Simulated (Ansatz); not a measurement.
In3As3H12⁺, a cluster cut from wurtzite InAs (hydrogen-capped). The state is a doublet with charge 1. Geometry r2SCAN-D4/def2-SVP, that of the neutral singlet; atoms count from 1.

| atom | x (Å) | y (Å) | z (Å) |
| --- | --- | --- | --- |
| As1 | -0.264 | 2.281 | 0.339 |
| In2 | -1.195 | 1.588 | -2.120 |
| As3 | -1.341 | -1.070 | -1.565 |
| In4 | 1.798 | 1.345 | 1.844 |
| As5 | 1.071 | -1.266 | 1.626 |
| In6 | 0.454 | -2.822 | -0.516 |
| H7 | -0.080 | 3.783 | 0.293 |
| H8 | -1.471 | 2.308 | 1.251 |
| H9 | -2.811 | 2.174 | -2.237 |
| H10 | 0.129 | 1.776 | -3.203 |
| H11 | -2.623 | -1.265 | -0.784 |
| H12 | -1.843 | -1.720 | -2.836 |
| H13 | 1.498 | 1.823 | 3.473 |
| H14 | 3.212 | 1.529 | 0.882 |
| H15 | -0.040 | -1.477 | 2.632 |
| H16 | 2.117 | -2.041 | 2.398 |
| H17 | 1.827 | -2.774 | -1.552 |
| H18 | -0.438 | -4.172 | 0.076 |

In the def2 sets In takes a core potential; there is no spin–orbit coupling.

**Question.** Estimate the Mulliken populations from the PBE0/def2-TZVP orbitals of Ansatz.

**Answer.** 
```tsv
atom	charge (e)	spin (α − β)
As1	-0.33	0.25
In2	0.42	0.04
As3	-0.36	0.18
In4	0.42	0.04
As5	-0.35	0.18
In6	0.40	0.05
H7	0.15	-0.01
H8	0.14	-0.01
H9	0.02	0.13
H10	-0.01	0.02
H11	0.14	-0.01
H12	0.15	0.00
H13	0.02	0.13
H14	-0.01	0.02
H15	0.14	-0.01
H16	0.15	0.00
H17	-0.03	-0.01
H18	-0.03	-0.01
```
Mulliken values depend strongly on the basis.

**Question.** Where does the spin sit?

**Answer.** Summed by element: As 0.60, In 0.13, H 0.27, of 1 unpaired in all. Largest on single atoms: As1 0.25, As5 0.18, As3 0.18.

**Question.** And the Mayer bond orders between heavy atoms (over 0.3)?

**Answer.** As1–In2 0.51 (2.72 Å); As1–In4 0.51 (2.72 Å); In2–As3 0.58 (2.72 Å); As3–In6 0.49 (2.72 Å); In4–As5 0.58 (2.72 Å); As5–In6 0.49 (2.72 Å).
